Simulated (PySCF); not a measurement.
# C₆ coefficients of unlike pairs at HSE06

Calculated with PySCF 2.14 from the dipole response of each species, C₆(A,B) = (3/π) ∫ α_A(iu) α_B(iu) du, in atomic units, from isotropic polarisabilities. For ions this is the dispersion term alone; charge-induced terms of lower order in 1/R come first.

```tsv
species	configuration	basis	relativity	α (bohr³)	C₆ (like pair)
Ne(2+)	[He] 2s2 2p4 (3P)	x2c-TZVPPall with one added diffuse shell each of s, p, d type (6s4p3d1f)	spin-free X2C	0.8508	1.070
Pt(2+)	[Xe] 4f14 5d8 (3F)	aug-cc-pwCVTZ-PP with ECP60MDF (8s8p7d4f3g)	core potential	9.459	61.40
F(2+)	[He] 2s2 2p3 (4S)	aug-cc-pVQZ-DK (6s5p4d3f2g)	spin-free X2C	1.246	1.573
Be(2+)	1s2 (1S)	aug-cc-pCVTZ-DK with one added diffuse shell each of s, p, d, f type (8s7p5d3f)	spin-free X2C	0.05063	0.01052
```

(1) Estimate C₆ for F(2+) with Ne(2+).

No spin-orbit coupling is included.

The other pairs:

```csv
pair,C₆
"Be(2+), Ne(2+)",0.09695
"F(2+), Pt(2+)",9.678
"Be(2+), Pt(2+)",0.6162
"Pt(2+), Ne(2+)",7.704
"Be(2+), F(2+)",0.1102
```

Answers

(1) The integral gives 1.284. The combination rule 2 C_A C_B / (C_A α_B/α_A + C_B α_A/α_B) gives 1.274 and the geometric mean 1.297.
